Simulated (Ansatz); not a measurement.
Ga8N8H22, a nanocrystal cut from wurtzite GaN (hydrogen-capped), 38 atoms. Hardware: 2 threads of AMD EPYC 7R13 on a shared host and a share (18 GiB) of an NVIDIA H100 80GB HBM3.

Correlated methods freeze 80 core orbitals; core or outer-core shells of Ga are correlated, in sets that lack core-valence functions. Single mean-field runs in def2-SVP, def2-TZVP are fitted with def2-universal-jkfit.

How many basis functions does each of these Ansatz runs have, and roughly what does it cost? PBE0-D4/def2-TZVP, charge 1 doublet at the geometry of the charge 0 singlet, energy; r2SCAN-D4/def2-SVP, charge 1 doublet, relaxation, 10 steps; PBE0-D4/def2-TZVP, charge 0 triplet at the geometry of the charge 0 singlet, energy; PBE0-D4/def2-TZVP, charge -1 doublet at the geometry of the charge 0 singlet, energy; PBE0-D4/def2-TZVP, charge 0 singlet, energy, from earlier orbitals; r2SCAN-D4/def2-SVP, charge 0 singlet, relaxation, 5 steps; PBE-D4/def2-TZVP, charge 0 singlet, energy and forces, from earlier orbitals; RPA@PBE/def2-SVP, charge 0 singlet, energy, from earlier orbitals; r2SCAN0-D4/def2-TZVP, charge 0 singlet, energy, from earlier orbitals; HF/def2-TZVP, charge -1 doublet at the geometry of the charge 0 singlet, energy, from earlier orbitals; PBE-D4/def2-TZVP, charge -1 doublet, energy, from earlier orbitals; PBE-D4/def2-SVP, charge 0 singlet, energy, from earlier orbitals.

Other jobs shared the machine, so times can vary by a factor of up to 3. A dash marks memory too small to be measured apart from the calling script's.

| run | functions | fitting or Cholesky vectors | wall time | peak host memory (GiB) |
| --- | --- | --- | --- | --- |
| PBE-D4/def2-SVP, charge 0 singlet, energy, from earlier orbitals | 478 | 3140 | 3.7 s | – |
| r2SCAN0-D4/def2-TZVP, charge 0 singlet, energy, from earlier orbitals | 764 | 3140 | 6.5 s | – |
| PBE0-D4/def2-TZVP, charge 0 singlet, energy, from earlier orbitals | 764 | 3140 | 6.5 s | – |
| PBE-D4/def2-TZVP, charge 0 singlet, energy and forces, from earlier orbitals | 764 | 3140 | 7 s | – |
| PBE-D4/def2-TZVP, charge -1 doublet, energy, from earlier orbitals | 764 | 3140 | 7 s | – |
| HF/def2-TZVP, charge -1 doublet at the geometry of the charge 0 singlet, energy, from earlier orbitals | 764 | 3140 | 7 s | – |
| PBE0-D4/def2-TZVP, charge -1 doublet at the geometry of the charge 0 singlet, energy | 764 | 3140 | 12 s | 1.5 |
| PBE0-D4/def2-TZVP, charge 1 doublet at the geometry of the charge 0 singlet, energy | 764 | 3140 | 17 s | 1.5 |
| RPA@PBE/def2-SVP, charge 0 singlet, energy, from earlier orbitals | 478 | 4850 | 18 s | 3.4 |
| r2SCAN-D4/def2-SVP, charge 0 singlet, relaxation, 5 steps | 478 | 3140 | 22 s | – |
| r2SCAN-D4/def2-SVP, charge 1 doublet, relaxation, 10 steps | 478 | 3140 | 57 s | – |
| PBE0-D4/def2-TZVP, charge 0 triplet at the geometry of the charge 0 singlet, energy | 764 | 3140 | 3.2 min | 6.6 |
